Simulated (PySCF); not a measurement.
Job file and geometry (Å, from GFN2-xTB) of an NMR shielding run on `InChI=1S/C3H4O3S/c4-7(5,6)3-1-2-3/h1H,2H2,(H,4,5,6)`, GIAO PBE0/pcSseg-1 NMR shielding, non-relativistic, gas phase in PySCF 2.14.0, density-fitted response routines; density fitting, a coarse starting grid and PySCF grid level 2 are the driver's defaults:

```
$ OMP_NUM_THREADS=1 python probes_run.py task.json out

{"job": {"kind": "nmr", "xc": "PBE0", "basis": "pcSseg-1"}, "charge": 0, "multiplicity": 1}
O      1.240967     0.545730     2.026337
S      1.180519    -0.229291     0.826133
O      1.538009    -1.605050     0.838729
O      2.065196     0.534520    -0.280988
C     -0.412418    -0.084915     0.112475
C     -1.694555     0.097106     0.215620
C     -1.195668    -0.246451    -1.161080
H      2.332503     1.386670     0.065440
H     -2.550261     0.317106     0.805049
H     -1.366836    -1.239227    -1.556678
H     -1.132032     0.526473    -1.917001
```

Q: Write the output of this run.

A: 
```
coarse grid: 10624 points
cycle   1  E = -739.5132103116  dE =  2.103e+00  |g| = 1.220e+00  |ddm| = 3.469e+00
cycle   2  E = -738.9482771840  dE =  5.649e-01  |g| = 2.158e+00  |ddm| = 2.639e+00
cycle   3  E = -739.7629412826  dE = -8.147e-01  |g| = 2.681e-01  |ddm| = 1.851e+00
cycle   4  E = -739.7760054805  dE = -1.306e-02  |g| = 1.003e-01  |ddm| = 2.752e-01
cycle   5  E = -739.7778172128  dE = -1.812e-03  |g| = 2.938e-02  |ddm| = 9.231e-02
cycle   6  E = -739.7780231564  dE = -2.059e-04  |g| = 8.020e-03  |ddm| = 3.555e-02
cycle   7  E = -739.7780362916  dE = -1.314e-05  |g| = 3.156e-03  |ddm| = 1.045e-02
cycle   8  E = -739.7780383713  dE = -2.080e-06  |g| = 6.471e-04  |ddm| = 2.773e-03
final grid: 100488 points
cycle   9  E = -739.8534016133  dE = -2.175e-05  |g| = 1.036e-02  |ddm| = 2.703e-02
cycle  10  E = -739.8533805855  dE =  2.103e-05  |g| = 1.449e-02  |ddm| = 2.276e-02
cycle  11  E = -739.8534231550  dE = -4.257e-05  |g| = 1.711e-03  |ddm| = 1.379e-02
cycle  12  E = -739.8534236473  dE = -4.922e-07  |g| = 3.842e-04  |ddm| = 1.523e-03
cycle  13  E = -739.8534236717  dE = -2.441e-08  |g| = 1.736e-04  |ddm| = 4.523e-04
cycle  14  E = -739.8534236780  dE = -6.296e-09  |g| = 3.650e-05  |ddm| = 1.503e-04
cycle  15  E = -739.8534236782  dE = -2.383e-10  |g| = 1.700e-05  |ddm| = 3.908e-05
converged SCF energy = -739.8534236782

GIAO shielding tensors (ppm)
atom      isotropic    diamagn.    paramagn.     s11        s22        s33       span
  0 O       90.850     398.801    -307.951     63.179     96.100    113.271     50.093
  1 S      207.353    1048.496    -841.144     55.621    160.679    405.760    350.139
  2 O       87.374     396.590    -309.216     65.833     67.471    128.819     62.986
  3 O      118.033     393.124    -275.091     20.975     54.568    278.556    257.581
  4 C       55.588     266.793    -211.206    -79.634    114.230    132.167    211.800
  5 C       64.583     255.468    -190.885    -57.133     74.922    175.959    233.092
  6 C      169.149     248.887     -79.738    130.696    151.642    225.109     94.413
  7 H       26.566      30.513      -3.947     21.828     22.551     35.318     13.491
  8 H       24.333      32.697      -8.364     21.062     24.515     27.421      6.359
  9 H       29.951      30.362      -0.411     25.087     26.839     37.929     12.842
 10 H       29.928      30.628      -0.700     25.112     27.122     37.551     12.439
```

Q: Turn these shieldings into chemical shifts. Referencing at the same level of theory: ¹⁷O (σ = 336.08 ppm) against H2O; CS2 for ³³S (σ = 503.73 ppm); ¹³C (σ = 186.93 ppm) and ¹H (σ = 31.72 ppm) against TMS.

A: Averaging equivalent atoms: O 0/2: 247.0; O 3: 218.0; S 1: 296; C 4: 131.3; C 5: 122.3; C 6: 17.8; H 8: 7.38; H 7: 5.15; H 9/10: 1.78 ppm. Experimental scales use liquid or dissolved standards, which lie at an offset from isolated H2O (liquid H2O: subtract about 36 ppm).

Size and cost of the density-fitted run: 146 basis functions, of the order of 50 core-seconds.
